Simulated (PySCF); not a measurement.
Bonds (- single, = double, # triple, : aromatic): B1-N2, N2-B3, N2-C4, C4-C5, C4-C6. B1 carries H7, H8; B3 carries H9, H10; C4 carries H11; C5 carries H12, H13, H14; C6 carries H15, H16, H17.

[PySCF: structure optimised with PBE0-D3(BJ)/def2-SVP; GIAO PBE0/pcSseg-1 shieldings; spin–spin couplings from B3LYP/pcJ-1 (spin–dipole term only in couplings to heteroatoms); single conformer; no relativistic terms; rapidly exchanging positions averaged; in vacuum]

Predict the 2D correlation tables (HSQC, COSY, HMBC).

Answers



HSQC (one-bond C–H):
```csv
δH,δC,"¹J(C,H) (Hz)"
3.70 (H11),59.5 (C4),142
1.27 (H12/H13/H14/H15/H16/H17),27.3 (C5/C6),133
```

COSY cross peaks (|J| ≥ 2 Hz):
```csv
δH,δH,abs. J (Hz),bonds
3.70 (H11),1.27 (H12/H13/H14/H15/H16/H17),7.6,3
```

HMBC (two and three bonds, |J| ≥ 2.5 Hz):
```csv
δH,δC [abs. J in Hz]
5.74 (H7/H8/H9/H10),59.5 (C4) [7.1]
3.70 (H11),27.3 (C5/C6) [2.8]
1.27 (H12/H13/H14/H15/H16/H17),"59.5 (C4) [3.3], 27.3 (C5/C6) [5.1]"
```

Referencing at the same level of theory: ¹H (σref 31.27), ¹³C (σref 184.41) against TMS.

Short H···H contacts in this conformer between protons four or more bonds apart (candidates for NOE cross peaks, intensity ∝ r⁻⁶): H8···H11 2.21 Å, H10···H14 2.38 Å.

Hydrogens on boron are broadened and split by ¹¹B (spin 3/2, 80 %) and 10B (spin 3). Unscaled 3J(H,H) at this level run about 10 % above measured values. Shifts are as computed. Against solution values, carbons near 30 ppm lie about +2 ppm off and those near 130 ppm about +5 ppm. Of 1313 compounds with measured shifts, 239 miss one by over three times the rms of a fit or turn the order of signals round; such compounds aren't used in these exercises.
